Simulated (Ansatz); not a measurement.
A run for Ansatz (an electronic-structure program): R-wB97M-V/def2-TZVPPD on H7OPSi (a complex), monomers drawn apart or pushed together. Files ending in .json are basis or fitting sets from the Basis Set Exchange.

Ansatz 0.2 input:
```yaml
crystal:
  periodic: [false, false, false]
  atoms:
    - {symbol: P, position_ang: [-0.24764424, 0.17427799, -0.36627793]}
    - {symbol: H, position_ang: [0.82048349, -0.50433316, -0.99940564]}
    - {symbol: H, position_ang: [-1.26217927, -0.59182909, -0.98737294]}
    - {symbol: H, position_ang: [-0.29698101, 1.22822421, -1.30892415]}
    - {symbol: O, position_ang: [-0.18307558, 0.70762142, 3.41173306]}
    - {symbol: Si, position_ang: [0.22437930, -0.62381789, 4.28947728]}
    - {symbol: H, position_ang: [-0.21483615, 0.61705980, 2.44843468]}
    - {symbol: H, position_ang: [-0.72500600, -1.74606001, 4.07166158]}
    - {symbol: H, position_ang: [0.18785951, -0.21759433, 5.70939499]}
    - {symbol: H, position_ang: [1.58430366, -1.11865961, 3.95212165]}
basis:
  gaussian:
    orbitals: def2-TZVPPD.json
hamiltonian:
  xc: {name: wB97M-V}
scf: {lower_state_search: off}
```

Problem. Give the final energy of this run.

Solution. -710.2646 hartree.

Problem. How many basis functions does it have, and what does it roughly cost on one machine?

Solution. 255 functions; roughly 7 core-seconds.
